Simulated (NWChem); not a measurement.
System: C4H3Br; SMILES C=C(Br)C#C

Input file for NWChem:

```
start job
memory heap 200 mb stack 900 mb global 1100 mb
geometry units angstroms noautosym nocenter noautoz
  C      1.126378     2.605007    -0.000967
  C      0.335135     1.685341    -0.000392
  C     -0.577804     0.597430     0.000032
  C     -1.911675     0.712433     0.000054
  Br     0.237930    -1.120175     0.000253
  H      1.824823     3.421745    -0.001598
  H     -2.366490     1.705702     0.000096
  H     -2.559420    -0.165559     0.000032
end
basis spherical
  C library def2-svp
  Br library def2-svp
  H library def2-svp
end
dft
  xc m05-2x
  iterations 150
end
cosmo
  dielec 2.4
end
task dft energy
```

All runs use the structure optimised with PBE0/def2-SVP.

Level: M05-2X/def2-SVP with COSMO at NWChem's default radii, gas-phase geometry; the question gives the dielectric constant.

Predict the main results of this run. (M05-2X/def2-SVP, COSMO on the gas-phase geometry.) Quantities: electrostatic solvation energy (kcal/mol); dipole in solution (D).


```json
{
  "electrostatic solvation energy (kcal/mol)": "-2.2",
  "dipole in solution (D)": "1.77"
}
```
